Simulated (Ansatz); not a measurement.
Start from `[CH3][In]([NH2])[SiH2][TeH]` and change one atom or group to get `[CH3][In]([NH2])[CH]=O`.

Ansatz, PBE0-D4/def2-TZVP geometries, multiplicity 1. Each molecule was computed in one conformer, which needn't be the lowest.

Elements past krypton have def2 core potentials.

```
                                          property  `[CH3][In]([NH2])[SiH2][TeH]`
              HOMO–LUMO gap (PBE0/def2-TZVPP) / eV                           4.98
    size of the dipole moment (PBE/def2-TZVPP) / D                           1.75
               HOMO energy (B3LYP/def2-TZVPP) / eV                          -6.04
           HOMO–LUMO gap (ωB97M-V/def2-TZVPP) / eV                           8.53
size of the dipole moment (ωB97M-V/def2-TZVPP) / D                           1.81
             LUMO energy (ωB97M-V/def2-TZVPP) / eV                           0.23
```

Task: Give the same properties after the change, and the shifts. (Estimate.)

Result: Computed: 
| property | `[CH3][In]([NH2])[CH]=O` | shift |
| --- | --- | --- |
| HOMO–LUMO gap (PBE0/def2-TZVPP) / eV | 4.48 | -0.50 |
| size of the dipole moment (PBE/def2-TZVPP) / D | 2.25 | 0.50 |
| HOMO energy (B3LYP/def2-TZVPP) / eV | -6.03 | 0.01 |
| HOMO–LUMO gap (ωB97M-V/def2-TZVPP) / eV | 8.52 | -0.01 |
| size of the dipole moment (ωB97M-V/def2-TZVPP) / D | 2.40 | 0.59 |
| LUMO energy (ωB97M-V/def2-TZVPP) / eV | 0.11 | -0.12 |

With PBE0 the HOMO rises by 0.05 eV and the LUMO falls by 0.44 eV, so the gap narrows by about 0.49 eV. PBE moves the HOMO by 0.32 eV and ωB97M-V by -0.10 eV. Dipoles are sizes alone; their direction can turn.

B3LYP here is the variant with VWN-RPA as its local correlation; programs differ in this.

Spin–orbit coupling is left out; it splits and shifts lone-pair levels of the heavy atoms by tenths of an eV.
